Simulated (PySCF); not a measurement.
# Mayer bond orders and bond lengths

H11NOSi4.
Numbering: `[SiH3:1][O:2][SiH2:3][NH:4][SiH2:5][SiH3:6]` (hydrogens: H7, H8, H9 on Si1; H10, H11 on Si3; H12 on N4; H13, H14 on Si5; H15, H16, H17 on Si6)

Structure used (GFN2-xTB), in Å, numbered top down from 1:
```xyz
17
H11NOSi4 angstrom
Si     2.2097   -0.5734   -1.0916
O      1.4214   -0.9095    0.2780
Si     0.7849   -0.5936    1.7322
N     -0.2117    0.8105    1.6279
Si    -1.1457    1.4127    0.2883
Si    -2.2062   -0.3235   -0.7885
H      2.2825    0.8748   -1.2860
H      1.4363   -1.2239   -2.1474
H      3.5469   -1.1480   -0.9461
H      1.8641   -0.3205    2.6774
H     -0.0021   -1.7905    2.0187
H     -0.1833    1.4069    2.4369
H     -0.2699    2.2161   -0.5892
H     -2.0488    2.3840    0.9330
H     -1.3156   -1.2361   -1.5116
H     -3.0200   -1.1659    0.0996
H     -3.1493    0.1920   -1.7932
```

Bond orders from the PBE0/pcSseg-1 density (PySCF). The structure is a single GFN2-xTB conformer in the gas phase; no vibrational or solvent corrections. GFN2-xTB frequencies show an imaginary mode (44i cm⁻¹), so this geometry is no minimum at that level.

Q: How far do the computed orders between heavy atoms stray from the drawn ones?

A: The largest departure is 0.086, at Si1–O2 (drawn single, 0.914) and O2–Si3 (drawn single, 0.917).

Q: Give the Mayer order of every bond between heavy atoms, beside its length.

A: 
```csv
bond,drawn as,length (Å),Mayer order
Si1–O2,single,1.616,0.914
O2–Si3,single,1.619,0.917
Si3–N4,single,1.725,0.975
N4–Si5,single,1.741,0.927
Si5–Si6,single,2.302,0.920
```

By pair of heavy elements: O–Si: all 2 within 0.02 of one another (0.914 to 0.917). N–Si: lowest N4–Si5 (0.927, 1.741 Å), highest Si3–N4 (0.975, 1.725 Å).

Q: And the bonds to hydrogen?

A: H–Si: 0.90 to 0.94 (10 bonds); H–N: 0.93 (1 bond).

Q: Sum the orders of all bonds at each heavy atom with more than one neighbour and set the sums beside the valence in the SMILES.

A: Si1 3.703 (drawn 4), O2 1.831 (drawn 2), Si3 3.715 (drawn 4), N4 2.828 (drawn 3), Si5 3.684 (drawn 4), Si6 3.718 (drawn 4). Orders between atoms that aren't bonded are not in these sums.

Mayer orders depend on the basis set.
